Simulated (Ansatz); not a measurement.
Ansatz (an electronic-structure program) job for F₃H₃OSiZr, SMILES [F][Zr]([F])([F])[O][SiH3], multiplicity 1, B3LYP-D3(BJ)/def2-SVP. 

Ansatz 0.2 input:
```yaml
crystal:
  periodic: [false, false, false]
  atoms:
    - {symbol: Zr, position_ang: [-0.03619975, 0.20951697, 0.49973990]}
    - {symbol: F, position_ang: [1.11624620, 1.00161743, 1.71984623]}
    - {symbol: F, position_ang: [-0.79400959, -1.31499878, 1.23984618]}
    - {symbol: F, position_ang: [-1.33227643, 1.43295594, -0.01990165]}
    - {symbol: O, position_ang: [1.01902643, -0.26689157, -0.98813661]}
    - {symbol: Si, position_ang: [0.18601779, -0.92742978, -2.20934334]}
    - {symbol: H, position_ang: [-1.25543680, -1.05056817, -1.71248363]}
    - {symbol: H, position_ang: [0.76326870, -2.24775322, -2.51548606]}
    - {symbol: H, position_ang: [0.27405619, -0.03937885, -3.38384360]}
basis:
  gaussian:
    orbitals: def2-SVP
hamiltonian:
  xc: b3lyp
  dispersion: d3bj
relax: {f_tol: 0.002, max_steps: 200}
```

Program output:

```
Functional definition: B3LYP
integrals: 0.09 GiB planned
1242 factors; integrals over basis functions are off by at most 4.3e-4 eV
mean field: 0.61 GiB planned
mean field evaluation 1: about -19393.4870 eV, gradient 8.1e1 eV
mean field evaluation 2: about -19343.4792 eV, gradient 1.9e2 eV
mean field evaluation 4: about -19404.0347 eV, gradient 9.9e0 eV
mean field evaluation 8: about -19404.2379 eV, gradient 3.9e-1 eV
mean field evaluation 16: about -19404.2382 eV, gradient 8.9e-5 eV
mean field -19404.23822161 eV, -713.0926019789 hartree, gradient 3.9e-6 eV, S^2 0.000000; 0 other end points of the search recorded, 0 dependent functions left out
the calculation of the forces begins
reference -19404.23855779 eV, -713.0926143337 hartree; 32, 32 occupied and 88, 88 virtual orbitals, 1242 factors
relax step   1: F+E_penalty+E_count = -19404.60907867 eV  Δ(F+E_penalty+E_count) = +0.000e0 eV  max|allowed force component| = 1.777e0 eV/Å  Δτ_max = 0.0000 Å  (29 SCF iters, accepted)
these checks for a lower state are left out or cut short: starts, cluster_reference, orbital_swaps, neighbouring_geometries, increment
integrals: 0.09 GiB planned
1242 factors; integrals over basis functions are off by at most 5.0e-4 eV
mean field: 0.61 GiB planned
mean field -19404.67233031 eV, -713.1085551794 hartree, gradient 6.9e-6 eV, S^2 0.000000; 0 other end points of the search recorded, 0 dependent functions left out
the calculation of the forces begins
reference -19404.67267165 eV, -713.1085677236 hartree; 32, 32 occupied and 88, 88 virtual orbitals, 1242 factors
relax step   2: F+E_penalty+E_count = -19405.02538607 eV  Δ(F+E_penalty+E_count) = -4.163e-1 eV  max|allowed force component| = 9.279e-1 eV/Å  Δτ_max = 0.1762 Å  (31 SCF iters, accepted)
these checks for a lower state are left out or cut short: starts, cluster_reference, orbital_swaps, neighbouring_geometries, increment
integrals: 0.09 GiB planned
1242 factors; integrals over basis functions are off by at most 4.8e-4 eV
mean field: 0.61 GiB planned
mean field evaluation 32: about -19404.7317 eV, gradient 1.0e-5 eV
mean field -19404.73168942 eV, -713.1107365866 hartree, gradient 1.0e-5 eV, S^2 0.000000; 0 other end points of the search recorded, 0 dependent functions left out
the calculation of the forces begins
reference -19404.73203197 eV, -713.1107491752 hartree; 32, 32 occupied and 88, 88 virtual orbitals, 1242 factors
relax step   3: F+E_penalty+E_count = -19405.07912037 eV  Δ(F+E_penalty+E_count) = -5.373e-2 eV  max|allowed force component| = 5.160e-1 eV/Å  Δτ_max = 0.1038 Å  (31 SCF iters, accepted)
these checks for a lower state are left out or cut short: starts, cluster_reference, orbital_swaps, neighbouring_geometries, increment
integrals: 0.09 GiB planned
1242 factors; integrals over basis functions are off by at most 4.8e-4 eV
mean field: 0.60 GiB planned
mean field -19404.79694893 eV, -713.1131348296 hartree, gradient 1.2e-5 eV, S^2 0.000000; 0 other end points of the search recorded, 0 dependent functions left out
the calculation of the forces begins
reference -19404.79729331 eV, -713.1131474851 hartree; 32, 32 occupied and 88, 88 virtual orbitals, 1242 factors
relax step   4: F+E_penalty+E_count = -19405.13578453 eV  Δ(F+E_penalty+E_count) = -5.666e-2 eV  max|allowed force component| = 3.972e-1 eV/Å  Δτ_max = 0.1961 Å  (30 SCF iters, accepted)
these checks for a lower state are left out or cut short: starts, cluster_reference, orbital_swaps, neighbouring_geometries, increment
integrals: 0.09 GiB planned
1242 factors; integrals over basis functions are off by at most 4.6e-4 eV
mean field: 0.60 GiB planned
mean field -19404.86017607 eV, -713.1154583840 hartree, gradient 8.0e-6 eV, S^2 0.000000; 0 other end points of the search recorded, 0 dependent functions left out
the calculation of the forces begins
reference -19404.86052384 eV, -713.1154711644 hartree; 32, 32 occupied and 88, 88 virtual orbitals, 1242 factors
relax step   5: F+E_penalty+E_count = -19405.19228511 eV  Δ(F+E_penalty+E_count) = -5.650e-2 eV  max|allowed force component| = 1.718e-1 eV/Å  Δτ_max = 0.2000 Å  (30 SCF iters, accepted)
these checks for a lower state are left out or cut short: starts, cluster_reference, orbital_swaps, neighbouring_geometries, increment
integrals: 0.09 GiB planned
1242 factors; integrals over basis functions are off by at most 4.3e-4 eV
mean field: 0.60 GiB planned
mean field -19404.90547465 eV, -713.1171230759 hartree, gradient 1.3e-5 eV, S^2 0.000000; 0 other end points of the search recorded, 0 dependent functions left out
the calculation of the forces begins
reference -19404.90582574 eV, -713.1171359784 hartree; 32, 32 occupied and 88, 88 virtual orbitals, 1242 factors
relax step   6: F+E_penalty+E_count = -19405.23086854 eV  Δ(F+E_penalty+E_count) = -3.858e-2 eV  max|allowed force component| = 2.373e-1 eV/Å  Δτ_max = 0.1950 Å  (30 SCF iters, accepted)
these checks for a lower state are left out or cut short: starts, cluster_reference, orbital_swaps, neighbouring_geometries, increment
integrals: 0.09 GiB planned
1242 factors; integrals over basis functions are off by at most 4.0e-4 eV
mean field: 0.60 GiB planned
mean field -19404.93724810 eV, -713.1182907288 hartree, gradient 7.4e-6 eV, S^2 0.000000; 0 other end points of the search recorded, 0 dependent functions left out
the calculation of the forces begins
reference -19404.93760137 eV, -713.1183037112 hartree; 32, 32 occupied and 88, 88 virtual orbitals, 1242 factors
relax step   7: F+E_penalty+E_count = -19405.25831171 eV  Δ(F+E_penalty+E_count) = -2.744e-2 eV  max|allowed force component| = 1.170e-1 eV/Å  Δτ_max = 0.1998 Å  (30 SCF iters, accepted)
these checks for a lower state are left out or cut short: starts, cluster_reference, orbital_swaps, neighbouring_geometries, increment
integrals: 0.09 GiB planned
1242 factors; integrals over basis functions are off by at most 3.8e-4 eV
mean field: 0.60 GiB planned
mean field evaluation 64: about -19404.9541 eV, gradient 1.7e-3 eV
mean field -19404.95412274 eV, -713.1189108602 hartree, gradient 2.6e-5 eV, S^2 0.000000; 0 other end points of the search recorded, 0 dependent functions left out
the calculation of the forces begins
reference -19404.95447745 eV, -713.1189238959 hartree; 32, 32 occupied and 88, 88 virtual orbitals, 1242 factors
relax step   8: F+E_penalty+E_count = -19405.27386291 eV  Δ(F+E_penalty+E_count) = -1.555e-2 eV  max|allowed force component| = 6.793e-2 eV/Å  Δτ_max = 0.1508 Å  (29 SCF iters, accepted)
these checks for a lower state are left out or cut short: starts, cluster_reference, orbital_swaps, neighbouring_geometries, increment
integrals: 0.09 GiB planned
1242 factors; integrals over basis functions are off by at most 3.6e-4 eV
mean field: 0.60 GiB planned
mean field -19404.95937672 eV, -713.1191039405 hartree, gradient 1.1e-5 eV, S^2 0.000000; 0 other end points of the search recorded, 0 dependent functions left out
the calculation of the forces begins
reference -19404.95973191 eV, -713.1191169935 hartree; 32, 32 occupied and 88, 88 virtual orbitals, 1242 factors
relax step   9: F+E_penalty+E_count = -19405.27837355 eV  Δ(F+E_penalty+E_count) = -4.511e-3 eV  max|allowed force component| = 1.145e-2 eV/Å  Δτ_max = 0.0869 Å  (29 SCF iters, accepted)
these checks for a lower state are left out or cut short: starts, cluster_reference, orbital_swaps, neighbouring_geometries, increment
integrals: 0.09 GiB planned
1242 factors; integrals over basis functions are off by at most 3.4e-4 eV
mean field: 0.60 GiB planned
mean field -19404.95943375 eV, -713.1191060363 hartree, gradient 1.2e-5 eV, S^2 0.000000; 0 other end points of the search recorded, 0 dependent functions left out
the calculation of the forces begins
reference -19404.95978920 eV, -713.1191190989 hartree; 32, 32 occupied and 88, 88 virtual orbitals, 1242 factors
relax step  10: F+E_penalty+E_count = -19405.27727388 eV  Δ(F+E_penalty+E_count) = +1.100e-3 eV  max|allowed force component| = 1.462e-1 eV/Å  Δτ_max = 0.1214 Å  (30 SCF iters, rejected (line search))
these checks for a lower state are left out or cut short: starts, cluster_reference, orbital_swaps, neighbouring_geometries, increment
integrals: 0.09 GiB planned
1242 factors; integrals over basis functions are off by at most 3.6e-4 eV
mean field: 0.60 GiB planned
mean field -19404.96077282 eV, -713.1191552463 hartree, gradient 6.7e-6 eV, S^2 0.000000; 0 other end points of the search recorded, 0 dependent functions left out
the calculation of the forces begins
reference -19404.96112814 eV, -713.1191683042 hartree; 32, 32 occupied and 88, 88 virtual orbitals, 1242 factors
relax step  11: F+E_penalty+E_count = -19405.27950368 eV  Δ(F+E_penalty+E_count) = -1.130e-3 eV  max|allowed force component| = 4.564e-3 eV/Å  Δτ_max = 0.0448 Å  (31 SCF iters, accepted)
these checks for a lower state are left out or cut short: starts, cluster_reference, orbital_swaps, neighbouring_geometries, increment
integrals: 0.09 GiB planned
1242 factors; integrals over basis functions are off by at most 3.5e-4 eV
mean field: 0.60 GiB planned
mean field -19404.96127275 eV, -713.1191736184 hartree, gradient 7.0e-6 eV, S^2 0.000000; 0 other end points of the search recorded, 0 dependent functions left out
the calculation of the forces begins
reference -19404.96162808 eV, -713.1191866765 hartree; 32, 32 occupied and 88, 88 virtual orbitals, 1242 factors
relax step  12: F+E_penalty+E_count = -19405.27983056 eV  Δ(F+E_penalty+E_count) = -3.269e-4 eV  max|allowed force component| = 2.514e-2 eV/Å  Δτ_max = 0.0489 Å  (31 SCF iters, accepted)
these checks for a lower state are left out or cut short: starts, cluster_reference, orbital_swaps, neighbouring_geometries, increment
integrals: 0.09 GiB planned
1242 factors; integrals over basis functions are off by at most 3.5e-4 eV
mean field: 0.60 GiB planned
mean field evaluation 96: about -19404.9286 eV, gradient 3.6e-1 eV
mean field -19404.96125669 eV, -713.1191730282 hartree, gradient 1.8e-5 eV, S^2 0.000000; 0 other end points of the search recorded, 0 dependent functions left out
the calculation of the forces begins
reference -19404.96161204 eV, -713.1191860870 hartree; 32, 32 occupied and 88, 88 virtual orbitals, 1242 factors
relax step  13: F+E_penalty+E_count = -19405.27981370 eV  Δ(F+E_penalty+E_count) = +1.686e-5 eV  max|allowed force component| = 2.402e-2 eV/Å  Δτ_max = 0.0058 Å  (24 SCF iters, rejected (line search))
these checks for a lower state are left out or cut short: starts, cluster_reference, orbital_swaps, neighbouring_geometries, increment
integrals: 0.09 GiB planned
1242 factors; integrals over basis functions are off by at most 3.5e-4 eV
mean field: 0.60 GiB planned
mean field -19404.96123611 eV, -713.1191722718 hartree, gradient 9.4e-6 eV, S^2 0.000000; 0 other end points of the search recorded, 0 dependent functions left out
the calculation of the forces begins
reference -19404.96159142 eV, -713.1191853292 hartree; 32, 32 occupied and 88, 88 virtual orbitals, 1242 factors
relax step  14: F+E_penalty+E_count = -19405.27988761 eV  Δ(F+E_penalty+E_count) = -5.706e-5 eV  max|allowed force component| = 4.606e-4 eV/Å  Δτ_max = 0.0021 Å  (23 SCF iters, accepted)
integrals: 0.09 GiB planned
1242 factors; integrals over basis functions are off by at most 3.5e-4 eV
mean field: 0.60 GiB planned
mean field -19404.96123611 eV, -713.1191722718 hartree, gradient 9.4e-6 eV, S^2 0.000000; 1 other end points of the search recorded, 0 dependent functions left out
the calculation of the forces begins
reference -19404.96159142 eV, -713.1191853292 hartree; 32, 32 occupied and 88, 88 virtual orbitals, 1242 factors
Total energy: -19405.28024293 eV, -713.1308955561 hartree
Atom 0 at    -0.156142     0.326172     0.807922 Å, force     0.000086    -0.000146    -0.000432 eV/Å
Atom 1 at     1.560011     0.932816     1.393474 Å, force     0.000190     0.000177     0.000258 eV/Å
Atom 2 at    -0.805511    -1.021682     1.998602 Å, force    -0.000067    -0.000255     0.000063 eV/Å
Atom 3 at    -1.380178     1.794516     0.765300 Å, force    -0.000149     0.000122    -0.000162 eV/Å
Atom 4 at     0.005174    -0.417613    -0.965580 Å, force     0.000102    -0.000072    -0.000165 eV/Å
Atom 5 at     0.148064    -1.063162    -2.505685 Å, force     0.000002     0.000203     0.000461 eV/Å
Atom 6 at    -1.181439    -1.564116    -2.950797 Å, force     0.000042     0.000090     0.000107 eV/Å
Atom 7 at     1.125533    -2.185816    -2.476018 Å, force    -0.000122    -0.000042    -0.000103 eV/Å
Atom 8 at     0.625181    -0.004046    -3.436980 Å, force    -0.000085    -0.000079    -0.000026 eV/Å
Dipole moment:     0.033053    -0.151555    -0.361407 e Å
```

The calculation finished and met its thresholds.

Cost: about 3.0 core-minutes (a rough figure).
